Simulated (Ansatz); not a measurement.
Geometry optimisation, Ansatz, RKS B3LYP-D4/6-31G*.

Input file:

```yaml
crystal:
  periodic: [false, false, false]
  atoms:
    - { symbol: Al, position_ang: [-0.8323, 1.2819, 0.3713] }
    - { symbol: C, position_ang: [0.2769, 0.0158, -0.6116] }
    - { symbol: C, position_ang: [0.7214, -1.1388, 0.1365] }
    - { symbol: S, position_ang: [-0.569, -1.5214, -0.9834] }
    - { symbol: H, position_ang: [-1.176, 2.7512, -0.2996] }
    - { symbol: H, position_ang: [-1.5245, 0.9438, 1.764] }
    - { symbol: H, position_ang: [0.58493, 0.68608, 0.46105] }
    - { symbol: H, position_ang: [0.5093, -1.1584, 1.2169] }
    - { symbol: H, position_ang: [1.7273, -1.5393, -0.1538] }
basis:
  gaussian: { orbitals: "6-31G*" }
hamiltonian:
  xc: b3lyp
  dispersion: d4
relax:
  f_tol: 0.02
  max_steps: 50
output:
  orbitals: {}
```

Command:

```bash
$ ansatz run input.yaml --threads 1 --pin off --max-ram 2048MiB --backend cpu --events-out ev --progress --plain --runs-dir out
```

Where does it end, and by what steps?

The run converged. After 18 steps the energy has fallen by 5.296 eV; H7 moved furthest, 1.68 Å. Parted: Al1–H7. Joined: Al1–S4.

| step | energy less start (eV) | largest force component (eV/Å) | accepted |
| --- | --- | --- | --- |
| 0 | 0.0000 | 4.006 | yes |
| 1 | -1.3098 | 1.753 | yes |
| 2 | -1.9612 | 1.041 | yes |
| 3 | -2.4199 | 1.454 | yes |
| 4 | -2.7502 | 1.012 | yes |
| 5 | -2.9373 | 0.922 | yes |
| 6 | -3.1643 | 0.919 | yes |
| 7 | -3.4777 | 1.144 | yes |
| 8 | -3.8415 | 0.985 | yes |
| 9 | -4.2979 | 0.953 | yes |
| 10 | -4.6143 | 2.017 | yes |
| 11 | -4.8881 | 1.171 | yes |
| 12 | -5.0214 | 1.698 | yes |
| 13 | -5.1668 | 1.204 | yes |
| 14 | -5.2482 | 0.450 | yes |
| 15 | -5.2814 | 0.342 | yes |
| 16 | -5.2933 | 0.183 | yes |
| 17 | -5.2952 | 0.039 | yes |
| 18 | -5.2955 | 0.018 | yes |

```xyz
9
Properties=species:S:1:pos:R:3
Al -0.938 1.288 0.142
C 0.400 0.047 0.887
C 0.818 -0.936 -0.124
S -0.978 -1.189 0.305
H -0.699 1.709 -1.369
H -1.987 1.949 1.127
H 0.697 -0.160 1.914
H 1.441 -1.778 0.173
H 0.964 -0.610 -1.152
```

Whether the end is a true minimum wasn't checked by a vibrational analysis.

Run time: 37 s on 1 thread of AMD EPYC 9R45 96-Core Processor (Zen 5), with other jobs on the host, peak memory 0.17 GiB.
